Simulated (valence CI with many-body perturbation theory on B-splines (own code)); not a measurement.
## E1 transitions of Sr⁵⁺

Calculated by configuration interaction combined with many-body perturbation theory (CI+MBPT): five valence electrons over a frozen Dirac-Fock core [Ar] 3d10, radial functions for each j: 11 s, 11 p, 10 d, 8 f, 5 g, 2 h, with the one-electron correlation potential Σ1 (screened to all orders), the two-electron term Σ2, the three-electron term Σ3, Breit, model QED; selected single and double excitations, second order for the rest, scaled by the run's own slope (own B-spline code, finite nucleus).

Set against measurement, 20 paired levels are off by 110 cm⁻¹ on average, the worst by 299. These come from a selection out of Sansonetti, J. Phys. Chem. Ref. Data 41, 013102 (2012). Levels without a partner in it may be off by more. Among the levels kept, up to 3300 cm⁻¹ of a level comes from second order outside the variational space, and about a tenth of that is noise between levels of different J, which matters for small intervals.

Lines 1 to 50 of 600 in falling wavelength, among levels below 60.196 eV, chosen from the strongest by gf and those to the six lowest levels. Wavelengths and rates use the calculated energies, so an error of 100 cm⁻¹ moves a line at 823.2 nm by 0.82 % and its rate by three times that or more. Electric multipoles are in the length gauge, E1 and E2 with the static RPA response of the core. Weak lines are less certain than strong ones. Lines between different terms over intervals too small for the method are left out, as are lines whose strength nearly cancels. Where a level lies close to another of its J and parity, the split of strength between their lines is uncertain. The highest levels of a list are the least certain.

Names give the largest LS component (configuration and term), which can be under half, so a name can repeat, a term be missing and a line seem to break the LS rules; names also repeat where a configuration has a term twice. Letters in brackets count levels of one name in rising energy.

| λ vac (nm) | Upper | Lower | A (s⁻¹) | S (a.u.) |
| --- | --- | --- | --- | --- |
| 823.2 | 4s2.4p2.5d 4D_7/2 | 4s2.4p2.4f 4F°_9/2 | 3.41e+06 | 7.51e+00 |
| 708.3 | 4s2.4p2.5d 4D_5/2 | 4s2.4p2.4f 4F°_7/2 | 4.68e+06 | 4.93e+00 |
| 483.0 | 4s2.4p2.5d 4F_3/2 | 4s2.4p2.4f 4G°_5/2 | 2.24e+07 | 4.99e+00 |
| 463.7 | 4s2.4p2.5d 4F_5/2 [a] | 4s.4p3.4d 4D°_7/2 [c] | 1.44e+07 | 4.25e+00 |
| 453.6 | 4s2.4p2.5d 4F_7/2 | 4s2.4p2.4f 4G°_9/2 | 3.20e+07 | 1.18e+01 |
| 437.8 | 4s2.4p2.5d 2F_7/2 | 4s2.4p2.4f 2G°_9/2 [b] | 2.76e+07 | 9.15e+00 |
| 424.8 | 4s2.4p2.5d 4F_9/2 | 4s2.4p2.4f 4G°_11/2 | 4.35e+07 | 1.64e+01 |
| 409.0 | 4s2.4p2.5d 2D_3/2 | 4s2.4p2.4f 2F°_5/2 [b] | 1.32e+07 | 1.79e+00 |
| 407.2 | 4s2.4p2.5d 4F_5/2 [b] | 4s2.4p2.4f 4G°_7/2 | 2.46e+07 | 4.93e+00 |
| 351.6 | 4s2.4p2.5d 2D_3/2 | 4s2.4p2.4f 2F°_5/2 [a] | 3.02e+07 | 2.60e+00 |
| 344.7 | 4s2.4p2.5d 2D_5/2 | 4s2.4p2.4f 2F°_7/2 [a] | 5.35e+07 | 6.49e+00 |
| 250.6 | 4s2.4p2.5d 4D_7/2 | 4s2.4p2.4f 2G°_9/2 [a] | 2.88e+07 | 1.79e+00 |
| 250.4 | 4s2.4p2.5d 4P_3/2 [b] | 4s2.4p2.4f 4D°_3/2 | 3.82e+07 | 1.18e+00 |
| 235.9 | 4s2.4p2.5d 2F_5/2 | 4s2.4p2.4f 4D°_7/2 | 9.33e+07 | 3.63e+00 |
| 227.0 | 4s2.4p2.5p 4P°_5/2 | 4s2.4p2.5s 2D_5/2 | 3.34e+07 | 1.16e+00 |
| 222.5 | 4s2.4p2.5d 2F_7/2 | 4s2.4p2.4f 2G°_9/2 [a] | 5.85e+07 | 2.55e+00 |
| 221.0 | 4s2.4p2.5p 2P°_1/2 [a] | 4s2.4p2.5s 2D_3/2 | 9.17e+07 | 9.78e-01 |
| 209.9 | 4s2.4p2.5p 2D°_5/2 [a] | 4s2.4p2.5s 2P_3/2 | 1.11e+08 | 3.04e+00 |
| 202.7 | 4s2.4p2.5p 2D°_3/2 [a] | 4s2.4p2.5s 2P_1/2 | 1.25e+08 | 2.05e+00 |
| 202.1 | 4s2.4p2.5p 4D°_5/2 | 4s2.4p2.5s 4P_5/2 | 5.28e+07 | 1.29e+00 |
| 201.8 | 4s2.4p2.5p 2S°_1/2 | 4s2.4p2.5s 4P_1/2 | 3.24e+08 | 2.63e+00 |
| 201.2 | 4s2.4p2.5p 4D°_3/2 | 4s2.4p2.5s 4P_3/2 | 7.60e+07 | 1.22e+00 |
| 192.8 | 4s2.4p2.5p 2F°_5/2 | 4s2.4p2.5s 2D_3/2 | 3.58e+08 | 7.60e+00 |
| 189.1 | 4s2.4p2.5p 2F°_5/2 | 4s2.4p2.5s 2D_5/2 | 1.18e+08 | 2.37e+00 |
| 188.9 | 4s2.4p2.5p 2D°_5/2 [a] | 4s2.4p2.5s 4P_5/2 | 3.05e+08 | 6.08e+00 |
| 188.3 | 4s2.4p2.5p 2D°_3/2 [b] | 4s2.4p2.5s 2P_1/2 | 2.00e+08 | 2.64e+00 |
| 187.5 | 4s2.4p2.5p 2D°_3/2 [c] | 4s2.4p2.5s 2D_3/2 | 2.24e+08 | 2.91e+00 |
| 184.0 | 4s2.4p2.5p 2D°_3/2 [a] | 4s2.4p2.5s 4P_3/2 | 2.32e+08 | 2.86e+00 |
| 183.9 | 4s2.4p2.5p 2D°_3/2 [c] | 4s2.4p2.5s 2D_5/2 | 3.10e+08 | 3.81e+00 |
| 183.8 | 4s2.4p2.5p 2D°_5/2 [b] | 4s2.4p2.5s 2D_3/2 | 2.04e+08 | 3.75e+00 |
| 183.4 | 4s2.4p2.5p 4D°_7/2 | 4s2.4p2.5s 4P_5/2 | 6.13e+08 | 1.49e+01 |
| 182.5 | 4s2.4p2.5p 4D°_5/2 | 4s2.4p2.5s 4P_3/2 | 5.08e+08 | 9.13e+00 |
| 181.8 | 4s2.4p2.5d 4D_7/2 | 4s.4p3.4d 4F°_9/2 [b] | 3.96e+07 | 9.41e-01 |
| 181.5 | 4s2.4p2.5p 2P°_1/2 [c] | 4s2.4p2.5s 2S_1/2 | 6.15e+08 | 3.63e+00 |
| 181.1 | 4s2.4p2.5p 2F°_7/2 | 4s2.4p2.5s 2D_5/2 | 3.66e+08 | 8.57e+00 |
| 180.4 | 4s2.4p2.5p 2D°_5/2 [b] | 4s2.4p2.5s 2D_5/2 | 3.79e+08 | 6.58e+00 |
| 180.1 | 4s.4p3.4d 2G°_7/2 | 4s2.4p2.5s 2D_5/2 | 2.94e+08 | 6.77e+00 |
| 179.7 | 4s2.4p2.5p 4D°_3/2 | 4s2.4p2.5s 4P_1/2 | 4.52e+08 | 5.18e+00 |
| 178.6 | 4s2.4p2.5p 4P°_5/2 | 4s2.4p2.5s 2P_3/2 | 3.78e+08 | 6.38e+00 |
| 178.0 | 4s2.4p2.5p 2P°_3/2 [a] | 4s2.4p2.5s 2P_3/2 | 4.60e+08 | 5.12e+00 |
| 176.1 | 4s2.4p2.5p 4P°_3/2 | 4s2.4p2.5s 4P_5/2 | 6.37e+08 | 6.87e+00 |
| 175.2 | 4s2.4p2.5p 2P°_3/2 [c] | 4s2.4p2.5s 2S_1/2 | 6.58e+08 | 6.99e+00 |
| 172.8 | 4s2.4p2.5p 4P°_1/2 | 4s2.4p2.5s 4P_3/2 | 5.28e+08 | 2.69e+00 |
| 172.1 | 4s2.4p2.5p 2D°_3/2 [b] | 4s2.4p2.5s 4P_3/2 | 2.93e+08 | 2.95e+00 |
| 171.8 | 4s2.4p2.5p 2P°_1/2 [a] | 4s2.4p2.5s 2P_3/2 | 2.33e+08 | 1.16e+00 |
| 171.6 | 4s2.4p2.5p 2D°_5/2 [a] | 4s2.4p2.5s 4P_3/2 | 9.53e+07 | 1.43e+00 |
| 165.8 | 4s2.4p2.5p 2D°_3/2 [a] | 4s2.4p2.5s 4P_1/2 | 1.04e+08 | 9.37e-01 |
| 164.9 | 4s2.4p2.5p 2P°_1/2 [b] | 4s2.4p2.5s 2D_3/2 | 5.58e+08 | 2.47e+00 |
| 163.2 | 4s2.4p2.5p 4P°_5/2 | 4s2.4p2.5s 4P_5/2 | 3.11e+08 | 4.00e+00 |
| 161.9 | 4s2.4p2.5p 2P°_3/2 [a] | 4s2.4p2.5s 2P_1/2 | 2.25e+08 | 1.88e+00 |
